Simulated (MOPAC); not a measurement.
MOPAC input (PM6):

```
PM6 PRECISE GNORM=0.05 LET XYZ UHF MS=0.5 GEO-OK AUX(PRECISION=9) THREADS=1
C3H8FGe

C     0.92400200 1    1.57709700 1   -0.71102100 1
Ge    0.01107000 1    0.02168400 1   -0.02860400 1
C    -1.91372600 1    0.09047000 1   -0.34195000 1
C     0.87282800 1   -1.64489100 1   -0.56542700 1
F     0.18622200 1    0.07276000 1    1.73471100 1
H     0.42040300 1    2.52580300 1   -0.85458700 1
H     1.98433400 1    1.57230700 1   -0.93451500 1
H    -2.32159500 1    1.01949800 1    0.05535600 1
H    -2.12811500 1    0.04028300 1   -1.41008300 1
H    -2.40108200 1   -0.74750100 1    0.15542200 1
H     1.92601600 1   -1.62468300 1   -0.28669200 1
H     0.39422600 1   -2.48731600 1   -0.06704400 1
H     0.79693900 1   -1.78317300 1   -1.64452300 1
```

From the output:

```
                                                       MOPAC v23.2.5 Linux

          FINAL HEAT OF FORMATION =        -57.12115 KCAL/MOL =    -238.99491 KJ/MOL

          COSMO AREA              =        134.53 SQUARE ANGSTROMS
          COSMO VOLUME            =        126.05 CUBIC ANGSTROMS

          GRADIENT NORM           =          0.04059          =       0.01126 PER ATOM
          IONIZATION POTENTIAL    =          9.935220 EV
          ALPHA SOMO LUMO (EV)    =         -9.935  1.446
          BETA  SOMO LUMO (EV)    =        -10.842  0.268
          NO. OF ALPHA ELECTRONS  =         16
          NO. OF BETA  ELECTRONS  =         15
          MOLECULAR WEIGHT        =        135.6846         POINT GROUP:  C1

          MOLECULAR DIMENSIONS (Angstroms)

            Atom       Atom       Distance
            H    11    H     8     4.97228
            H    10    H     6     4.55832
            F     5    H     7     3.57122

          SCF CALCULATIONS        =        236

   ATOM   CHEMICAL          X               Y               Z
  NUMBER   SYMBOL      (ANGSTROMS)     (ANGSTROMS)     (ANGSTROMS)

     1       C          0.91997448  *   1.53836797  *  -0.68259241  *
     2      Ge          0.01298724  *   0.03311018  *  -0.04347821  *
     3       C         -1.86368302  *   0.05392514  *  -0.42564030  *
     4       C          0.87727409  *  -1.62134938  *  -0.47175082  *
     5       F          0.11563547  *   0.15141529  *   1.71316012  *
     6       H          1.34525909  *   2.26474775  *  -0.01882233  *
     7       H          1.05219365  *   1.73479905  *  -1.72529143  *
     8       H         -2.39670728  *   0.75327972  *   0.23131068  *
     9       H         -2.07567349  *   0.35756500  *  -1.45467521  *
    10       H         -2.32547687  *  -0.92682839  *  -0.26980996  *
    11       H          1.96795935  *  -1.54332510  *  -0.40024053  *
    12       H          0.58061222  *  -2.41943459  *   0.22015189  *
    13       H          0.63894983  *  -1.96545982  *  -1.48210337  *

                             CARTESIAN COORDINATES

   1    C        0.919974483     1.538367967    -0.682592409
   2   Ge        0.012987236     0.033110181    -0.043478205
   3    C       -1.863683022     0.053925141    -0.425640298
   4    C        0.877274089    -1.621349376    -0.471750817
   5    F        0.115635469     0.151415293     1.713160117
   6    H        1.345259095     2.264747752    -0.018822332
   7    H        1.052193650     1.734799054    -1.725291427
   8    H       -2.396707282     0.753279715     0.231310683
   9    H       -2.075673487     0.357565000    -1.454675214
  10    H       -2.325476871    -0.926828390    -0.269809964
  11    H        1.967959355    -1.543325102    -0.400240529
  12    H        0.580612222    -2.419434593     0.220151885
  13    H        0.638949830    -1.965459825    -1.482103368

           Empirical Formula: C3 H8 Ge F  =    13 atoms

      MOLECULAR POINT GROUP   :   C1

          ALPHA EIGENVALUES
 -37.42857 -24.80818 -24.28725 -23.08015 -17.04248 -14.76343 -14.41392 -14.16668
 -13.93121 -13.67706 -13.59079 -13.51153 -12.22149 -11.21897 -11.20351  -9.93522
   1.44637   2.00598   2.20784   2.24351   5.73316   5.74329   5.78623   5.79286
   5.97673   6.44847   6.90897   6.96826

           BETA EIGENVALUES
 -37.43277 -24.78545 -24.27621 -22.66212 -16.93883 -14.57387 -14.37215 -14.14589
 -13.81579 -13.64719 -13.57637 -13.50463 -12.15156 -10.89650 -10.84209   0.26783
   1.42587   2.08472   2.50874   2.54579   5.73676   5.74694   5.78885   5.79570
   6.20623   6.70011   6.91331   6.97267

              NET ATOMIC CHARGES AND DIPOLE CONTRIBUTIONS

  ATOM NO.   TYPE          CHARGE      No. of ELECS.   s-Pop       p-Pop
    1          C          -0.528571        4.5286     1.19422     3.33435
    2         Ge           1.089449        2.9106     1.09297     1.81758
    3          C          -0.735462        4.7355     1.09891     3.63655
    4          C          -0.735412        4.7354     1.09892     3.63650
    5          F          -0.504994        7.5050     1.96472     5.54028
    6          H           0.167225        0.8328     0.83278
    7          H           0.155732        0.8443     0.84427
    8          H           0.188781        0.8112     0.81122
    9          H           0.175504        0.8245     0.82450
   10          H           0.181762        0.8182     0.81824
   11          H           0.183291        0.8167     0.81671
   12          H           0.187332        0.8127     0.81267
   13          H           0.175363        0.8246     0.82464
 DIPOLE           X         Y         Z       TOTAL
 POINT-CHG.    -0.356    -0.462    -3.440     3.489
 HYBRID         0.037     0.058     0.121     0.139
 SUM           -0.319    -0.404    -3.319     3.359

          ATOMIC ORBITAL ELECTRON POPULATIONS

     Atom    s        px        py        pz
    1  C   1.19422   1.04601   1.13340   1.15494
    2 Ge   1.09297   0.67671   0.67550   0.46537
    3  C   1.09891   1.22023   1.21548   1.20084
    4  C   1.09892   1.21582   1.22039   1.20029
    5  F   1.96472   1.98040   1.98006   1.57982
    6  H   0.83278
    7  H   0.84427
    8  H   0.81122
    9  H   0.82450
   10  H   0.81824
   11  H   0.81671
   12  H   0.81267
   13  H   0.82464

                    (SZ)    =    0.500000
                    (S**2)  =    0.755665

          ATOMIC ORBITAL SPIN POPULATIONS

    Atom   Total    s     px     py     pz
         Atomic
    1  C  1.0993  0.028  0.736  0.294  0.041
    2 Ge -0.0599 -0.012 -0.017 -0.027 -0.004
    3  C  0.0187  0.003  0.013  0.001  0.001
    4  C  0.0180  0.003  0.003  0.011  0.001
    5  F -0.0017 -0.000 -0.000 -0.001 -0.001
    6  H -0.0348 -0.035
    7  H -0.0346 -0.035
    8  H -0.0008 -0.001
    9  H -0.0006 -0.001
   10  H -0.0011 -0.001
   11  H -0.0008 -0.001
   12  H -0.0011 -0.001
   13  H -0.0006 -0.001

 **********************
 *                    *
 * JOB ENDED NORMALLY *
 *                    *
 **********************

 == MOPAC DONE ==
```

The geometry given is a B3LYP-D3(BJ)/def2-TZVP minimum.
